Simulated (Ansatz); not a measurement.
Program: Ansatz. Geometries: PBE0-D4/def2-TZVP. ΔE: electronic, gas phase. CCSD(T)/CBS adds triple-zeta CCSD(T) − MP2 to the extrapolated MP2 energy (def2 sets, frozen cores). DFT in def2-TZVPP. B3LYP here is the variant with VWN-RPA as its local correlation; programs differ in this. For Se outer-core shells are correlated without core-valence functions, which leaves a few kJ/mol of doubt a bond. Scalar relativity is left out up to krypton. One conformer a species, not always the lowest.

Reaction (ligand exchange at the Si–O bond): `CS[SiH2]O[SiH3]` + H₂Se → `CS[SiH2][SeH]` + `O[SiH3]`

CCSD(T)/CBS gives +12.3 kcal/mol.

Q: Another level gave +13.6 kcal/mol. Which?
A. B3LYP-D4/def2-TZVPP
B. PBE0-D4/def2-TZVPP
C. PBE-D4/def2-TZVPP
D. HF/def2-TZVPP

A: A. B3LYP-D4 13.6, PBE-D4 9.1, HF/def2-TZVPP 16.7, PBE0-D4 10.2 kcal/mol.

Largest T1 diagnostic among the species: 0.011.

In def2-TZVPP, CCSD(T) changes the Hartree–Fock value by −3.3 kcal/mol (the triples alone add −0.6 kcal/mol) and MP2 by −4.4 kcal/mol. From PBE to PBE0 (25 % exact exchange), in def2-TZVPP and without D4, ΔE moves by +1.0 kcal/mol.
